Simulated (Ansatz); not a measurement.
System: sulfur difluoride, SF$_{2}$, net charge 0, singlet state. SMILES: FSF
Geometry: optimised at B3LYP-D3(BJ)/def2-TZVP (Ansatz, a program for electronic structure).

Wanted: vertical triplet-singlet gap (E(triplet) - E(singlet); each state is the SCF solution reached for its spin), in kJ/mol. Cores are frozen in the correlated levels unless marked. Open shells are spin-unrestricted. Spin-orbit coupling is left out. No relativistic terms. CBS marks a two-point X^-3 extrapolation of the correlation energy; Hartree-Fock from the larger set. [CCSD(T)-MP2]/basis is that difference in the basis named.

```
level               program  vertical triplet-singlet gap (kJ/mol)
------------------  -------  -------------------------------------
HF/aug-cc-pV(D+d)Z   Ansatz                                  240.4
```

### Question
Predict the RI-MP2/CBS(aug-cc-pV(T+d)Z,aug-cc-pV(Q+d)Z)+[CCSD(T)-MP2]/aug-cc-pV(T+d)Z result (Ansatz).

### Answer
265.4 kJ/mol
